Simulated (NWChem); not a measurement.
Species: H2SeS; SMILES S[SeH]

```xyz
4

Se     0.0373     0.7315     0.0364
H     -1.3872     0.9260    -0.3050
S      0.0096    -1.4753     0.0674
H      0.3319    -1.6776    -1.2321
```
Atoms are numbered in this order, from 1.

Geometry: optimised at PBE0/def2-SVP.

Spin-orbit effects, on the heavy nuclei and on their neighbours, are missing.

Q: Give the principal values of the shielding tensors (ppm) of Se1, S3 from PBE0/x2c-SVPall-s, scalar ZORA without spin-orbit coupling, GIAO (NWChem), with their diamagnetic and paramagnetic parts as GIAO splits them.

A: 
| atom | σ11 | σ22 | σ33 | isotropic | diamagnetic | paramagnetic |
|---|---|---|---|---|---|---|
| Se1 | 1343.5 | 1412.7 | 2194.3 | 1650.2 | 2988.4 | -1338.3 |
| S3 | 543.2 | 568.7 | 809.6 | 640.5 | 1053.4 | -412.9 |
